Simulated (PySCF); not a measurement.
A structure optimised at PBE-D3(BJ)/def2-SVP, used in a PySCF frequency run:

```
C
F 1 1.3764
C 1 1.4981 2 116.37
H 3 1.1002 1 115.77 2 1.21
H 3 1.1011 4 115.07 1 -143.65
C 1 1.4995 2 112.22 3 146.85
H 6 1.1060 1 110.57 2 168.94
H 6 1.1073 7 109.11 1 121.28
C 1 1.5076 2 116.26 6 144.41
H 9 1.1006 1 115.47 2 -1.02
H 9 1.1014 10 115.00 1 144.76
Cl 6 1.8088 7 107.34 8 115.79
```

Question: Write its SMILES and formula.

Answer: FC1(CCl)CC1, C4H6ClF

Question: What are its rotational constants (standard atomic weights)?

Answer: 5.3814, 1.7753, 1.6179 GHz
